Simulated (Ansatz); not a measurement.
A first, cheap relaxation of BCl3H3N (`[NH3+][B-](Cl)(Cl)Cl`).

```yaml
crystal:
  periodic: [false, false, false]
  atoms:
    - {symbol: N, position_ang: [-0.325400, -0.408800, 0.714800]}
    - {symbol: B, position_ang: [0.267400, 0.263300, -0.542100]}
    - {symbol: Cl, position_ang: [-0.629300, 1.852600, -0.981000]}
    - {symbol: Cl, position_ang: [0.215900, -0.891000, -1.982000]}
    - {symbol: Cl, position_ang: [2.064100, 0.617700, -0.227700]}
    - {symbol: H, position_ang: [-0.300100, 0.310800, 1.509500]}
    - {symbol: H, position_ang: [0.142800, -1.253700, 0.945000]}
    - {symbol: H, position_ang: [-1.343300, -0.547900, 0.507800]}
basis:
  gaussian: {orbitals: def2-SVP}
hamiltonian: {xc: pbe, dispersion: d4}
relax: {f_tol: 0.03, max_steps: 200}
```

```sh
$ ansatz run in.yaml --threads 4 --pin off --events-out ev --progress --plain --max-ram 10444MiB
```

Shortened log:

```
Functional definition: PBE
mean field -39755.49968987 eV, -1460.9876663573 hartree, gradient 2.1e-5 eV, S^2 0.000000; 0 other end points of the search recorded, 0 dependent functions left out
relax step   1: F+E_penalty+E_count = -39755.75323551 eV  Δ(F+E_penalty+E_count) = +0.000e0 eV  max|allowed force component| = 2.762e0 eV/Å  Δτ_max = 0.0000 Å  (26 SCF iters, accepted)
mean field -39755.76014136 eV, -1460.9972377729 hartree, gradient 2.5e-5 eV, S^2 0.000000; 0 other end points of the search recorded, 0 dependent functions left out
relax step   2: F+E_penalty+E_count = -39756.01259101 eV  Δ(F+E_penalty+E_count) = -2.594e-1 eV  max|allowed force component| = 7.977e-1 eV/Å  Δτ_max = 0.1532 Å  (33 SCF iters, accepted)
mean field -39755.81962319 eV, -1460.9994236898 hartree, gradient 2.5e-5 eV, S^2 0.000000; 0 other end points of the search recorded, 0 dependent functions left out
relax step   3: F+E_penalty+E_count = -39756.07184491 eV  Δ(F+E_penalty+E_count) = -5.925e-2 eV  max|allowed force component| = 4.298e-1 eV/Å  Δτ_max = 0.0556 Å  (27 SCF iters, accepted)
mean field -39755.83867568 eV, -1461.0001238560 hartree, gradient 2.6e-5 eV, S^2 0.000000; 0 other end points of the search recorded, 0 dependent functions left out
relax step   4: F+E_penalty+E_count = -39756.09151892 eV  Δ(F+E_penalty+E_count) = -1.967e-2 eV  max|allowed force component| = 4.256e-2 eV/Å  Δτ_max = 0.0353 Å  (28 SCF iters, accepted)
mean field -39755.83871468 eV, -1461.0001252890 hartree, gradient 2.6e-5 eV, S^2 0.000000; 0 other end points of the search recorded, 0 dependent functions left out
relax step   5: F+E_penalty+E_count = -39756.09170584 eV  Δ(F+E_penalty+E_count) = -1.869e-4 eV  max|allowed force component| = 6.357e-3 eV/Å  Δτ_max = 0.0034 Å  (29 SCF iters, accepted)
mean field -39755.83871468 eV, -1461.0001252890 hartree, gradient 2.5e-5 eV, S^2 0.000000; 1 other end points of the search recorded, 0 dependent functions left out
Total energy: -39756.09173381 eV, -1461.0094235708 hartree
Atom 0 at    -0.345667    -0.361941     0.688273 Å, force    -0.000998    -0.001511     0.002111 eV/Å
Atom 1 at     0.335249     0.314435    -0.637031 Å, force    -0.000063     0.000399    -0.000150 eV/Å
Atom 2 at    -0.646234     1.841668    -0.931948 Å, force     0.000864    -0.000379    -0.000429 eV/Å
Atom 3 at     0.148553    -0.957469    -1.952345 Å, force     0.000079     0.000785    -0.000040 eV/Å
Atom 4 at     2.079874     0.631875    -0.148999 Å, force    -0.000291    -0.000011    -0.000616 eV/Å
Atom 5 at    -0.283364     0.286758     1.489153 Å, force    -0.001915    -0.005512    -0.004238 eV/Å
Atom 6 at     0.143517    -1.238468     0.930124 Å, force    -0.004032     0.005567     0.000104 eV/Å
Atom 7 at    -1.339828    -0.573857     0.507073 Å, force     0.006357     0.000662     0.003258 eV/Å
Dipole moment:    -0.546508    -0.542950     1.063783 e Å
```

Run time 4.9 s (4 threads of an Arm Neoverse V2 on a shared host); peak host memory 0.14 GiB.
